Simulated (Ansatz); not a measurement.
A made-up structure of CHBrCl (charge -1), closed shell:

Cl1  (-1.582, 0.309, -0.420)
C2  (0.263, 0.061, -0.544)
Br3  (0.737, -1.319, 0.933)
H4  (-1.367, -0.971, -0.130)
(Å)

It is relaxed with PBE-D4/def2-SVPD and then PBE0-D4/def2-TZVPD (Ansatz 0.2.0). Atoms count as bonded within 1.22 times the sum of their covalent radii (H–H: 0.88 Å). The end point is not checked to be a true minimum.

(1) Does its bonding change? (Judge from chemistry; the calculation decides.)

Results:

(1) The calculation gives: Yes. Formed: C2–H4; broken: Cl1–H4.

Where it ends: The first stage lowers the energy by 5.35 eV in 13 steps. It ends as CHBrCl ([Cl][CH][Br]), total charge -1:
| atom | x (Å) | y (Å) | z (Å) |
| --- | --- | --- | --- |
| Cl1 | -1.6894 | 0.6689 | 0.0629 |
| C2 | -0.2100 | -0.2915 | -0.5465 |
| Br3 | 0.6825 | -1.0754 | 1.1565 |
| H4 | -0.7317 | -1.2217 | -0.8343 |

Labels in which every atom is bracketed show which atoms are joined, not bond orders.

For scale, one of the runs: PBE0-D4/def2-TZVPD relaxation, 149 basis functions, launched by `ansatz run in.yaml --threads 2 --pin off --events-out ev --progress --plain --max-ram 4352MiB`. The run took about 24 s on 2 CPU threads of an Arm Neoverse V1 (shared host).
